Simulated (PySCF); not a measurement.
Ge(H)(Cl)2(Vi), C2H4Cl2Ge, SMILES [GeH]([Cl])([CH]=C)[Cl] at its PBE0/def2-SVP optimised geometry (Å):

```
9

Ge     0.1895     0.1324     0.0000
Cl    -0.4685    -0.7624    -1.8510
Cl    -0.4323     2.1996     0.0000
C     -0.6738    -0.7837     1.4557
C     -1.4961    -1.8184     1.2698
H      1.7216     0.1324     0.0000
H     -0.4683    -0.4106     2.4664
H     -1.9796    -2.3237     2.1130
H     -1.7216    -2.1996     0.2681
```

Level of theory: PBE0/def2-TZVP (PySCF 2.14.0). Cells within 0.4 Å of a nucleus heavier than hydrogen are left out (blank, or x).

Map of the electron localisation function on the plane z = 0.0 Å:

```
|0000000000000000000000000000000|
|0000000000000000000000000000000|
|0000000000011222210000000000000|
|0000000001234555542100000000000|
|0000000012456777764200000000000|
|0000000025678888876310000000000|
|0000000146887228987410000000000|
|0000000257882xx1887410000000000|
|0000000257881xx0886300000000000|
|0000000247886004874100000000000|
|0000000135788778752000111000000|
|0000000013467777532246886200000|
|0000000000124421113699999600000|
|0000000000012115522899999920000|
|000000000001214xx61999999930000|
|000000000001215xx61999999940000|
|0000000000012125621899999920000|
|0000000000002311113799999710000|
|0000000000000122222589998300000|
|0000000122000011111135663000000|
|0000003677510000000000100000000|
|0000026999971000000000000000000|
|0000038999994000000000000000000|
|0000038999996100000000000000000|
|0000027999996100000000000000000|
|0000005899984000000000000000000|
|0000001477741000000000000000000|
|0000000012100000000000000000000|
|0000000000000000000000000000000|
|0000000000000000000000000000000|
|0000000000000000000000000000000|
```
Scale: ten equal steps from 0.000 (start of '0') to 1.000 (end of '9'), in the order '0123456789'; x runs from -4.50 to 4.50, y from -4.50 (bottom) to 4.50 (top).
